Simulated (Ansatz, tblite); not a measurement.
Forces on Bi3S3⁺ at its PBE-D4/def2-SVP geometry. Total charge 1; singlet.

In the def2 sets Bi takes a core potential; there is no spin–orbit coupling. The xTB rows come from tblite. The restricted singlet is unstable towards broken spin symmetry at other levels; at PBE-D4/def2-TZVP this wasn't settled. Another isomer (singlet) lies 1.98 eV lower at PBE0-D4/def2-TZVP; other spin states weren't run for this one.

GFN1-xTB (tblite), largest force 1.53 eV/Å:

```xyz
6
positions Å, forces eV/Å
Bi    0.470    1.981   -0.105   -0.650   -1.370    0.152
Bi    2.611   -2.622   -0.600   -0.321    0.321    0.075
Bi   -1.932   -0.515    0.438    1.329    0.694   -0.300
S     0.963   -0.971   -0.214   -0.710    0.720    0.156
S    -1.454    1.064   -1.519    0.483   -0.185    1.321
S    -0.659    1.063    2.000   -0.131   -0.181   -1.404
```

GFN2-xTB (tblite), largest force 1.40 eV/Å:

```
Bi -0.569 -0.446 0.133
Bi 0.007 -0.007 -0.003
Bi 0.427 0.596 -0.096
S -0.240 0.244 0.055
S 0.488 -0.195 1.290
S -0.113 -0.192 -1.379
```

PBE-D4/def2-TZVP (Ansatz), largest force 0.67 eV/Å:

```
Bi -0.477 -0.448 0.112
Bi -0.386 0.386 0.091
Bi 0.434 0.500 -0.096
S 0.297 -0.296 -0.074
S 0.166 -0.072 0.427
S -0.033 -0.069 -0.460
```
